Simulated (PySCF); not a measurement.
C3H10AsB.
SMILES: `[AsH2]BCCC`

Vertical excitations from PySCF (density fitting, frozen core in the response, grid level 2 and gas phase unless stated; continuum runs use non-equilibrium linear response for the excitations) on a GFN2-xTB geometry. Reference run:

```csv
settings,"S1, eV (f)","S2, eV (f)","S3, eV (f)","S4, eV (f)","S5, eV (f)","S6, eV (f)","T1, eV (Tamm–Dancoff)",mean α (au)
"PBE0/def2-SVPD, full TDDFT, 6 singlets",4.49 (0.044),5.74 (0.000),6.01 (0.059),6.40 (0.036),6.64 (0.056),6.87 (0.005),3.68,85.9
```

Task: What do these settings give: PBE0/def2-SVPD, IEF-PCM chloroform, full TDDFT, 25 singlets?

Result: 
| settings | S1, eV (f) | S2, eV (f) | S3, eV (f) | S4, eV (f) | S5, eV (f) | S6, eV (f) | T1, eV (Tamm–Dancoff) | mean α (au) |
| --- | --- | --- | --- | --- | --- | --- | --- | --- |
| PBE0/def2-SVPD, IEF-PCM chloroform, full TDDFT, 25 singlets | 4.51 (0.060) | 5.71 (0.001) | 5.98 (0.084) | 6.43 (0.051) | 6.62 (0.089) | 6.80 (0.008) | 3.75 | 108.1 |

S1 moves by +0.02 eV. States are counted by energy in each run and needn't keep their character from row to row.

Task: Which orbital pairs make up S1 in each run, and how does it sit against the orbital gap?

Result: 
```csv
settings,S1 configurations (weight),S1 (eV),orbital gap (eV),S1 − gap (eV)
"PBE0/def2-SVPD, full TDDFT, 6 singlets",H→L 0.93,4.49,5.79,-1.30
"PBE0/def2-SVPD, IEF-PCM chloroform, full TDDFT, 25 singlets",H→L 0.94,4.51,5.86,-1.35
```

The species at its GFN2-xTB geometry (one conformer only). The PBE0/def2-SVPD calculation is non-relativistic and has no spin–orbit coupling, an omission that weighs most on arsenic.

Conformer computed: `[CH3:1][CH2:2][CH2:3][BH:4][AsH2:5]`: C1–C2–C3–B4 -177°, C2–C3–B4–As5 -161°, H–As5–B4–C3 -126°, H–As5–B4–C3 -35°.
